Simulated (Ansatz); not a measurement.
H$_{8}$MgN$_{2}$Si$_{2}$, SMILES `[NH2][Mg][N]([SiH3])[SiH3]`. The species carries charge 0 and has multiplicity 1. All single points use the PBE0-D4/def2-TZVP geometry. It is one conformer, not always the lowest.

```xyz
13

N    -1.104    3.002    0.562
Mg   -0.466    1.267    0.238
N     0.189   -0.512   -0.095
Si    1.866   -0.760    0.105
Si   -0.970   -1.675   -0.561
H    -0.562    3.786    0.891
H    -2.052    3.323    0.440
H     2.566   -1.185   -1.141
H     2.207   -1.753    1.164
H     2.457    0.556    0.522
H    -2.299   -0.978   -0.600
H    -1.097   -2.817    0.391
H    -0.734   -2.254   -1.915
```

(1) What is the dipole moment at ωB97M-V/def2-TZVPP? (An estimate is asked.)

(2) And with PBE, r2SCAN, B3LYP? (An estimate is asked.)

(3) Give the Mulliken charges with ωB97M-V, r2SCAN, PBE in def2-TZVPP. (An estimate is asked.)

Answers

(1) Computed: 1.39 D, with components (-0.47, 1.29, 0.24) D in this frame, pointing from negative to positive charge.

(2) The calculation gave: PBE 1.49 D, r2SCAN 1.45 D, B3LYP 1.41 D.

(3) Ansatz gave: 
```csv
atom,ωB97M-V,r2SCAN,PBE
N1,-0.57,-0.69,-0.61
Mg2,0.79,0.89,0.73
N3,-0.62,-0.68,-0.49
Si4,0.23,0.37,0.25
Si5,0.23,0.37,0.25
H6,0.11,0.16,0.15
H7,0.11,0.16,0.15
H8,-0.04,-0.09,-0.07
H9,-0.04,-0.09,-0.07
H10,-0.06,-0.11,-0.08
H11,-0.06,-0.11,-0.08
H12,-0.04,-0.09,-0.07
H13,-0.04,-0.09,-0.07
```

B3LYP here is the variant with VWN-RPA as its local correlation; programs differ in this.
